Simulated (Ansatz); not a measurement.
## A family of molecules: the dipole moment

One atom is swapped for its congeners: CH4BO `[BH]OC`; CH4GaO `C[O][GaH]`; CH4InO `C[O][InH]`. The Al member is missing. All are doublets with charge 0.

Shapes, held fixed at every level: PBE0-D4/def2-TZVP. Flexible molecules stand in one conformer, not always the lowest. Programs: Ansatz 0.2.0. Values in D.

(1) How should the dipole moment change along the series?

Answers

(1) At wB97M-V/def2-TZVPP the dipole moment isn't monotonic: it is largest for B and smallest for Ga (2.44 and 1.30 D). Every level shows the same order. Open shells run unrestricted unless RO is named. For atoms past krypton def2 sets carry core potentials with scalar relativity. Relativity is left out for Ga unless named.

```csv
level,CH4BO,CH4GaO,CH4InO
PBE-D4/def2-TZVPP,2.41,1.07,1.20
r2SCAN-D4/def2-TZVPP,2.35,1.16,1.33
B3LYP-D4/def2-TZVPP,2.38,1.24,1.43
wB97M-V/def2-TZVPP,2.44,1.30,1.52
```
